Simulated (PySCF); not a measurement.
**Tl²⁺: excitation energy**

Tl²⁺ [Xe] 4f14 5d10 6s1 (2S) → Tl²⁺ [Xe] 4f14 5d9 6s1 6p1 (high-spin determinant), as a difference of total energies. Calculation: PySCF 2.14, in aug-cc-pVQZ-PP with ECP60MDF; scalar relativity through the core potential. The calculations carry no spin-orbit coupling.

```tsv
method	excitation energy (cm⁻¹)
UHF	129770
LDA	138860
PBE	137830
PBE0	137470
r2SCAN	137320
B97-3	140050
wB97M-V	137300
MN15	135640
```

The determinant of the upper state mixes LS terms, which raises its energy above the lowest term, most at the Hartree-Fock and MP2 levels.
